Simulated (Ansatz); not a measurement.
# Loss of H2: C2H3F2In → C2HF2In + H2

Species: C2H3F2In `C=[CH][In]([F])[F]`, singlet; C2HF2In `C#[C][In]([F])[F]`, singlet; H2 (hydrogen), singlet. 

Shapes, held fixed at every level: PBE0-D4/def2-TZVP. Programs: Ansatz 0.2.0. The zero-point and thermal change to 298 K, harmonic and unscaled (PBE0-D4/def2-TZVP), is -27.1 kJ/mol.

| level | kind | ΔH(298 K) (kJ/mol) | less CCSD(T)/def2-TZVPP |
| --- | --- | --- | --- |
| HF/def2-SVP | Hartree–Fock | +165.9 | +13.6 |
| HF/def2-TZVPP | Hartree–Fock | +148.8 | -3.5 |
| PBE-D4/def2-TZVPP | GGA | +177.4 | +25.1 |
| B3LYP-D4/def2-TZVPP | global hybrid | +165.9 | +13.6 |
| B2PLYP/def2-TZVPP | double hybrid | +153.9 | +1.6 |
| MP2/def2-SVP | perturbation theory | +150.5 | -1.8 |
| CCSD(T)/def2-TZVPP | coupled cluster or CI | +152.3 | 0.0 |

The highest level, CCSD(T)/def2-TZVPP, gives ΔH(298 K) = +152.3 kJ/mol; the levels span +148.8 to +177.4. The column of differences is taken from that level and isn't an error. No measured value is set beside it here. For atoms past krypton def2 sets carry core potentials with scalar relativity. Correlated rows may include outer-core shells of In, which these sets cover unevenly.
